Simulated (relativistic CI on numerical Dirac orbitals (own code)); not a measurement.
**Ru2+: L-alpha,beta X-ray emission**

Computed with this model: Dirac-Coulomb-Breit CI, KLI orbitals optimised for each configuration, a model potential for QED, valence Slater integrals scaled by 0.7, multiplet model of X-ray emission after core ionisation; configurations [Kr] 4d6 → [He] 2s2 2p5 3s2 3p6 3d10 4s2 4p6 4d6 → [Ar] 3d9 4s2 4p6 4d6; 80 K; Lorentzian 1.4 eV and Gaussian 0.6 eV FWHM. Energies are those of the free ion, without screening or charge transfer. S is read from ⟨S²⟩ = S(S + 1).

Field parameters in Wybourne normalisation: D4h B²₀ = −7Ds, B⁴₀ = 21(Dq − Dt), B⁴₄ = 21√(5/14) Dq. The field is a parameter set, without covalency.

Computed curve for D4h, 10Dq = 35450, Ds = -90, Dt = 90 cm⁻¹, scaled to 100 at the maximum (points under 2 are left out and the grid is thinned):

(Energy (eV), Intensity): (2552.2, 2.0), (2552.6, 2.3), (2553.0, 2.9), (2553.4, 3.7), (2553.8, 4.9), (2554.2, 6.1), (2554.6, 7.5), (2555.0, 9.4), (2555.4, 11.7), (2555.8, 13.1), (2556.2, 12.9), (2556.6, 11.9), (2557.0, 11.4), (2557.4, 12.6), (2557.8, 16.1), (2558.2, 23.2), (2558.6, 37.1), (2559.0, 62.1), (2559.4, 92.1), (2559.8, 98.4), (2560.2, 72.6), (2560.6, 43.8), (2561.0, 26.2), (2561.4, 16.8), (2561.8, 11.5), (2562.2, 8.4), (2562.6, 6.3), (2563.0, 5.0), (2563.4, 4.0), (2563.8, 3.3), (2564.2, 2.7), (2564.6, 2.3), (2678.0, 2.1), (2678.4, 2.6), (2678.8, 2.8), (2679.2, 2.7), (2679.6, 2.7), (2680.0, 2.7), (2680.4, 2.9), (2680.8, 3.3), (2681.2, 3.8), (2681.6, 4.6), (2682.0, 6.1), (2682.4, 8.6), (2682.8, 12.5), (2683.2, 16.9), (2683.6, 20.9), (2684.0, 26.4), (2684.4, 34.7), (2684.8, 42.0), (2685.2, 41.1), (2685.6, 32.4), (2686.0, 21.7), (2686.4, 13.5), (2686.8, 8.6), (2687.2, 5.8), (2687.6, 4.2), (2688.0, 3.2), (2688.4, 2.5), (2688.8, 2.0)

The ground state has S = 0.01, and the centroid lies at 2601.92 eV.
